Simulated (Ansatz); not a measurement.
Reaction (hydrogenolysis of a B–O bond): `[AlH2][O]B[SiH2][SiH3]` + H₂ → `B[SiH2][SiH3]` + `[OH][AlH2]`

Gas-phase electronic energies from Ansatz, PBE0-D4/def2-TZVP geometries. CBS: MP2 limit from def2 TZ/QZ plus the TZ coupled-cluster correction, frozen cores. This one scheme is used for every species. DFT in def2-TZVPP. Each species was taken in one conformer, which may not be the lowest.

| level | ΔE (kcal/mol) |
| --- | --- |
| r2SCAN-D4 | 30.4 |
| PBE0-D4 | 29.3 |
| BHLYP | 28.2 |
| CCSD/CBS(def2) | 28.0 |

(1) What does CCSD(T)/CBS give? (Best estimate.)

Largest T1 diagnostic among the species: 0.015.

Answers

(1) Ansatz gave: +29.0 kcal/mol. The listed levels differ from it by 1.4, 0.3, -0.8, -1.0 kcal/mol.

Leaving LDA and LC-ωPBE aside and taking each functional with its dispersion term where it has one, the values, not all of them listed here, spread over 2.9 kcal/mol, from PBE-QIDH to BLYP-D4. LDA lies +2.7 kcal/mol from PBE without D4. At CCSD(T), def2-SVP lies +3.9 kcal/mol from the extrapolated value and def2-TZVPP −0.1 kcal/mol.
